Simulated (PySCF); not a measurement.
# C7H11ClN2: full NMR table

```yaml
Formula: C7H11ClN2
SMILES: CCCc1cc(Cl)n(C)n1
Point_group_of_the_computed_structure: C1
Degrees_of_unsaturation: 3
Carbon_signals: 7
Proton_signals: 5
```

Bonds (- single, = double, # triple, : aromatic): C1-C2, C2-C3, C3-C4, C4:C5, C5:C6, C6-Cl7, C6:N8, N8-C9, N8:N10, N10:C4. C1 carries H11, H12, H13; C2 carries H14, H15; C3 carries H16, H17; C5 carries H18; C9 carries H19, H20, H21.

Calculated, not measured (PySCF 2.14.0 with density-fitted response routines): structure optimised with GFN2-xTB, GIAO PBE0/pcSseg-1 shieldings. Gas phase, non-relativistic, single conformer, equivalent nuclei averaged.

References, each an isolated molecule treated in the same way: $^{1}$H and $^{13}$C against TMS; NH3 for $^{15}$N.

| carbon | δC, type | δH (multiplicity) | HMBC from (2–3 bonds) | span of the C tensor (ppm) |
| --- | --- | --- | --- | --- |
| C1 | 14.5, CH3 | 0.77 (t) | H16/H17, H14/H15 | 25 |
| C2 | 27.9, CH2 | 1.57 (m) | H16/H17, H11/H12/H13 | 19 |
| C3 | 34.1, CH2 | 2.66 (t) | H18, H14/H15, H11/H12/H13 | 23 |
| C4 | 155.7, C | – | H18, H16/H17, H14/H15 | 173 |
| C5 | 108.8, CH | 6.14 (s) | H16/H17 | 139 |
| C6 | 136.3, C | – | H18, H19/H20/H21 | 121 |
| C9 | 37.8, CH3 | 3.85 (s) | – | 56 |

Other nuclei:
```json
{"atoms": "N10", "nucleus": "$^{15}$N", "environment": "pyridine-type nitrogen of an azole", "δ (ppm)": "345.1", "σ (ppm)": "-77.4"}
{"atoms": "N8", "nucleus": "$^{15}$N", "environment": "pyrrole-type ring nitrogen", "δ (ppm)": "219.3", "σ (ppm)": "48.4"}
```

- Carbon types of the structure: 2 × C, 1 × CH, 2 × CH2, 2 × CH3, which accounts for all hydrogens.
- δC 155.7: substituted aromatic carbon next to a ring nitrogen.
- δC 136.3: aromatic carbon bearing chlorine.
- δC 108.8: aromatic CH.
- δC 27.9: sp3 CH2; saturated and bonded to C and H only.
- δH 2.66: hydrogen on an sp3 CH2 on an aromatic ring; benzylic-type position, deshielded by the ring.

Carbons that carry Cl, above all several Cl atoms, come out too deshielded, partly because spin–orbit coupling is missing. Shifts are as computed. Against solution values, carbons near 30 ppm lie about +3 ppm off and those near 130 ppm about +5 ppm; carbons on Cl a further +6 ppm. Of 1211 compounds with measured shifts, 218 miss one by over three times the rms of a fit or turn the order of signals round; such compounds aren't used in these exercises. Experimental scales use liquid or dissolved standards, which lie at an offset from isolated NH3 (liquid NH3: subtract about 20 ppm). Unscaled 15N shifts of sp2 nitrogen come out 20 to 40 ppm too high even then. Multiplicities follow the n + 1 count of equivalent neighbours, as no J values were calculated; m marks all less simple cases, F and P coupling included.
